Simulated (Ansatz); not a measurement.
C₁₁H₈O₂, SMILES `O=C(O)c1cccc2ccccc12`, relaxed with RKS PBE-D4/def2-SVP in the Gaussian-basis code of Ansatz from a rough embedded geometry. The force threshold is 0.03 eV/Å; the program also tests the step.

Total charge 0; spin multiplicity 1.

Start:

```xyz
21

O     1.697    3.205    0.470
C     1.629    2.066    0.131
O     2.753    1.400   -0.045
C     0.462    1.250   -0.190
C    -0.473    1.975   -1.067
C    -1.650    1.319   -1.500
C    -1.875   -0.010   -1.099
C    -0.991   -0.697   -0.234
C    -1.310   -2.038    0.114
C    -0.445   -2.720    0.967
C     0.703   -2.103    1.433
C     1.019   -0.808    1.074
C     0.139   -0.013    0.174
H     3.446    2.018    0.161
H    -0.278    2.985   -1.391
H    -2.369    1.818   -2.138
H    -2.813   -0.486   -1.445
H    -2.217   -2.501   -0.237
H    -0.675   -3.723    1.265
H     1.336   -2.621    2.096
H     1.912   -0.317    1.460
```

(1) By how much does the energy fall, and how many steps does the optimiser take? (An estimate is asked.)

(2) Which bonds change most? (Best estimate.)

(3) Give the relaxed structure. (Best estimate.)

## Answers

(1) Computed: 20.97 kcal/mol, in 13 steps, 1 of them rejected.

(2) Computed: C4–C13 from 1.353 to 1.446 Å; C4–C5 from 1.473 to 1.398 Å; C8–C13 from 1.383 to 1.450 Å; C12–C13 from 1.489 to 1.429 Å.

(3) The calculation gave: 
```xyz
21

O     1.811    3.262   -0.373
C     1.683    2.101   -0.016
O     2.674    1.475    0.675
C     0.465    1.272   -0.299
C    -0.485    1.935   -1.082
C    -1.698    1.324   -1.464
C    -1.969    0.029   -1.056
C    -1.042   -0.694   -0.252
C    -1.343   -2.025    0.163
C    -0.461   -2.746    0.948
C     0.763   -2.150    1.346
C     1.090   -0.858    0.960
C     0.209   -0.079    0.148
H     3.377    2.156    0.764
H    -0.250    2.963   -1.395
H    -2.419    1.879   -2.084
H    -2.910   -0.466   -1.345
H    -2.300   -2.467   -0.156
H    -0.705   -3.772    1.263
H     1.467   -2.719    1.973
H     2.041   -0.422    1.280
```
